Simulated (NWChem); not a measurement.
System: CH4BF2N; SMILES N(C)B(F)F

```xyz
9

B      0.0104    -0.5695     0.0000
F      0.7267    -1.6995     0.0003
F     -1.3237    -0.6759     0.0000
N      0.6417     0.6780    -0.0002
C     -0.0210     1.9728    -0.0006
H      1.6525     0.7029    -0.0005
H      0.2372     2.5603    -0.8913
H      0.2418     2.5630     0.8868
H     -1.1016     1.8168     0.0024
```
Atoms are numbered in this order, from 1.

Program: NWChem. Coordinates come from a B3LYP/6-31G* (spherical d) optimisation. B3LYP is NWChem's, with the RPA form of VWN correlation. Atomic charges in e: unrestrained fits to the electrostatic potential beside Mulliken populations; buried atoms are poorly determined by the fit.

### Question
Estimate the computed values for B3LYP/def2-SVP. Quantities: ESP B1; Mulliken B1; ESP F2; Mulliken F2; ESP F3; Mulliken F3; ESP N4; Mulliken N4; ESP C5; Mulliken C5; relative RMS misfit of the potential (%).

### Answer
```json
{
 "ESP B1": "0.69",
 "Mulliken B1": "0.15",
 "ESP F2": "-0.32",
 "Mulliken F2": "-0.14",
 "ESP F3": "-0.29",
 "Mulliken F3": "-0.14",
 "ESP N4": "-0.58",
 "Mulliken N4": "-0.17",
 "ESP C5": "0.25",
 "Mulliken C5": "0.11",
 "relative RMS misfit of the potential (%)": "24"
}
```
